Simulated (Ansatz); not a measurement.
The same silylene extrusion along the group F, Cl, Br.

Computed with Ansatz on PBE0-D4/def2-TZVP structures; ΔE is electronic, products minus reactants. CCSD(T)/CBS adds triple-zeta CCSD(T) − MP2 to the extrapolated MP2 energy (def2 sets, frozen cores). Small cases extrapolate CCSD(T) itself. DFT in def2-TZVPP. For Br outer-core shells are correlated without core-valence functions, which leaves a few kJ/mol of doubt a bond. Scalar relativity is left out up to krypton. One conformer a species, not always the lowest.

```csv
reaction,r2SCAN-D4 (eV),CCSD(T)/CBS(def2) (eV)
`N[SiH](O)F` → `NO` + `F[SiH]`,6.65,6.59
`N[SiH](O)Cl` → `NO` + `[SiH]Cl`,6.40,6.31
`N[SiH](O)Br` → `NO` + `[SiH]Br`,6.30,6.23
```

Largest T1 diagnostic: 0.015, for `F[SiH]`.

Extrapolated directly: `N[SiH](O)F` → `NO` + `F[SiH]`.
